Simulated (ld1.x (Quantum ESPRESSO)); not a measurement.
Building the TM potential for copper (Cu) (PBE, scalar-relativistic).

```
Element                 : Cu
Generator               : ld1.x (Quantum ESPRESSO) 7.5
Type                    : norm-conserving Troullier–Martins (Kleinman–Bylander form)
Functional              : PBE
Relativity              : scalar-relativistic
Frozen core             : [Ar]
Valence charge          : 11
Reference configuration : 3d10 4s1 4p0
Partial waves           : 4s (bound): rc 1.65 bohr; 4p (bound, empty): rc 4.05 bohr; 3d (bound): rc 1.00 bohr
Local potential         : the d channel
Core correction         : none
```

* Cutoffs needed: 230 Ry and over 300 Ry (the cutoffs (Ry, on a coarse ladder) from which the occupation-weighted sum of valence levels, in a spherical-Bessel basis at the reference potential, stays within 10 and 1 mRy of its value at 400 Ry)
* Ghost test: ghost states, extra bound levels that the all-electron valence spectrum of the same l lacks: s at -423.8 eV, p at -182.3 eV; a true bound ghost makes a file unfit for plane-wave use (spherical-Bessel basis up to 400 Ry, 20 bohr box)
* Largest excitation error: -95 meV (all-electron minus pseudo) for 3d8 4s0 4p0, out of 7 test configurations
